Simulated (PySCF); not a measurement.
**The electron affinity along the 3d series**

All values are computed (PySCF 2.14, energy differences of UHF-based or UKS calculations, no spin-orbit coupling). Values in eV. The last column holds reference values (measured affinities from photodetachment; the arrow runs from anion to atom). Unmarked ones compare directly (S terms, centres of terms, or small fine structure); those marked * lie between the lowest fine-structure levels and include a spin-orbit shift.

```tsv
element	configurations	UHF	LDA	PBE	MP2 (valence and next inner shell)	SCS-MP2 (valence and next inner shell)	MP2 (all electrons)	reference
Ti (aug-cc-pwCVTZ-DK, spin-free X2C)	[Ar] 3d3 4s2 → [Ar] 3d2 4s2	-0.954	0.995	0.792	-0.332	-0.813	-0.325	0.076 *
V (aug-cc-pwCVTZ-DK, spin-free X2C)	[Ar] 3d4 4s2 → [Ar] 3d3 4s2	-0.642	1.567	1.227	0.322	-0.393	0.335	0.528 *
Cr (aug-cc-pwCVTZ-DK, spin-free X2C)	[Ar] 3d5 4s2 → [Ar] 3d5 4s1	-0.283	0.699	0.447	0.148	0.226	0.149	0.676
Fe (aug-cc-pwCVTZ-DK, spin-free X2C)	[Ar] 3d7 4s2 → [Ar] 3d6 4s2	-2.267	1.065	0.931	0.127	0.016	0.133	0.153 *
Co (aug-cc-pwCVTZ-DK, spin-free X2C)	[Ar] 3d8 4s2 → [Ar] 3d7 4s2	-2.054	1.734	1.407	1.014	0.729	1.027	0.662 *
Ni (aug-cc-pwCVTZ-DK, spin-free X2C)	[Ar] 3d9 4s2 → [Ar] 3d8 4s2	-1.800	2.358	1.813	1.909	1.440	1.927	1.157 *
Cu (aug-cc-pwCVTZ-DK, spin-free X2C)	[Ar] 3d10 4s2 → [Ar] 3d10 4s1	0.010	1.589	1.379	0.898	0.930	0.898	1.236
```

The highest occupied level of the anion is positive for Ti⁻ at UHF, LDA, PBE; V⁻ at UHF, LDA, PBE; Cr⁻ at UHF, LDA, PBE; Fe⁻ at UHF, LDA, PBE; Co⁻ at LDA, PBE; Ni⁻ at LDA, PBE; Cu⁻ at LDA, PBE, so there the basis helps to hold the electron.

"Valence" correlates the outer s and p shells and, in groups 3 to 12 and the f block, the outer d or f shell, open or full, or the next shell where the ion has no valence electron left; the wider scheme adds the next inner shell.
